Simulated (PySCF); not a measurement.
How exact exchange moves a shielding

Molecule: SMILES CNB(O)O, CH6BNO2.

Geometry:
```csv
atom,x (Å),y (Å),z (Å)
C1,1.467,0.023,0.519
N2,0.296,0.577,-0.107
B3,-0.875,-0.155,-0.420
O4,-0.922,-1.493,-0.128
O5,-1.982,0.412,-1.011
H6,1.324,-1.058,0.649
H7,2.378,0.168,-0.090
H8,1.662,0.455,1.517
H9,0.333,1.572,-0.279
H10,-1.758,-1.870,-0.414
H11,-1.884,1.345,-1.211
```

GIAO shieldings (ppm, equivalent atoms averaged) in PySCF on the PBE0-D3(BJ)/def2-SVP geometry, basis pcSseg-2, gas phase, non-relativistic:

| functional | exact exchange (%) | σ(C1) | σ(N2) | σ(B3) | σ(O4/O5) |
| --- | --- | --- | --- | --- | --- |
| BLYP | 0 | 143.9 | 198.5 | 72.1 | 244.5 |
| BP86 | 0 | 148.3 | 203.0 | 74.9 | 246.1 |
| PBE | 0 | 148.7 | 202.9 | 74.3 | 245.9 |
| PBE0 | 25 | 154.5 | 210.4 | 79.1 | 253.4 |
| mPW1PW91 | 25 | 153.7 | 209.7 | 79.0 | 253.1 |
| BHandHLYP | 50 | 155.3 | 213.3 | 81.9 | 258.8 |
| HF | 100 | 164.0 | 225.7 | 92.1 | 271.0 |

(1) Fit each shielding as a line in the percentage of exact exchange.

(2) What does the line predict for B3LYP (20 %), and what does the run give?

## Answers

(1) σ(C1) = 147.8 + 0.17 x (rms 1.9 ppm); σ(N2) = 202.2 + 0.24 x (rms 1.8 ppm); σ(B3) = 73.9 + 0.18 x (rms 0.9 ppm); σ(O4/O5) = 246.0 + 0.26 x (rms 0.8 ppm). The functionals also differ in their semilocal parts, which the line can't hold; Hartree–Fock has no correlation at all.

(2) σ(C1): 151.2 predicted, 149.0 computed; σ(N2): 207.0 predicted, 204.9 computed; σ(B3): 77.5 predicted, 76.0 computed; σ(O4/O5): 251.2 predicted, 250.6 computed ppm.
